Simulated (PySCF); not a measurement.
A small calculation by hand: refractive index and permittivity of the vapour

Te(SeH)2 (H2Se2Te), SMILES [SeH][Te][SeH].

Coordinates come from a B3LYP-D3(BJ)/def2-SVP optimisation. This is a generated structure with no PubChem entry under its InChIKey; it may be hypothetical. The def2 effective core potentials stand for the cores of Te; spin–orbit coupling is left out. Other conformers were not sampled.

PBE/def2-TZVPD in PySCF gives a mean static polarisability of 111.6 bohr³ and a dipole moment of 0.24 D. Take an ideal gas at 298.15 K and 1 bar, whether or not the substance is that volatile.

Task: Work out n − 1 in the optical limit and the static ε − 1.

Result: 
Polarisability volume α' = 111.6 × 0.148185 = 16.54 Å³. Number density N = p/kT = 2.43e-5 Å⁻³.
Dilute limit of Lorentz–Lorenz: n − 1 = 2π N α' = 0.0025.
Orientation term of Debye: μ²/(3kT) = 8.098 Å³ × μ²(D²) = 0.47 Å³.
ε − 1 = 4π N (α' + μ²/3kT) = 0.0052. Orientation of the dipole supplies 3 % of the static response; it can't follow optical fields. Vibrational polarisation and dispersion are left out.
